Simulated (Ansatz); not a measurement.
Consider the redistribution: `[F][Ge]([F])([F])[SiH3]` + `[F][SbH][F]` → `[F][Ge]([F])([F])[F]` + `[F][SbH][SiH3]`.

Computed with Ansatz on PBE0-D4/def2-TZVP structures; ΔE is electronic, products minus reactants. CBS: MP2 limit from def2 TZ/QZ plus the TZ coupled-cluster correction, frozen cores. Functionals use def2-TZVPP. HSE06 is defined as in plane-wave codes. def2 core potentials past Kr. For Ge, Sb outer-core shells are correlated without core-valence functions, which leaves a few kJ/mol of doubt a bond. Scalar relativity is left out up to krypton.

(1) Is it downhill or uphill in electronic energy at CCSD(T)/CBS, and by how much? (Best estimate.)

(2) What do these levels give: LDA (SPW92), revPBE-D4, PBE0-D4, HSE06-D4, PBE-QIDH, r2SCANh, HSE06, BHLYP, HF/def2-SVP, MP2/def2-SVP, CCSD(T)/def2-SVP, HF/CBS(def2)? (An estimate is asked.)

Largest T1 diagnostic among the species: 0.015.

Results:

(1) Ansatz gave: Uphill: ΔE = +16.6 kJ/mol.

(2) The calculation gave: LDA (SPW92) 21.0, revPBE-D4 25.2, PBE0-D4 13.8, HSE06-D4 12.8, PBE-QIDH 1.4, r2SCANh 12.3, HSE06 13.3, BHLYP 15.2, HF/def2-SVP -11.1, MP2/def2-SVP -17.0, CCSD(T)/def2-SVP -15.0, HF/CBS(def2) 1.5 kJ/mol.

From PBE to PBE0 (25 % exact exchange), in def2-TZVPP and without D4, ΔE moves by −12.5 kJ/mol. At CCSD(T), def2-SVP lies −31.6 kJ/mol from the extrapolated value and def2-TZVPP −16.0 kJ/mol.
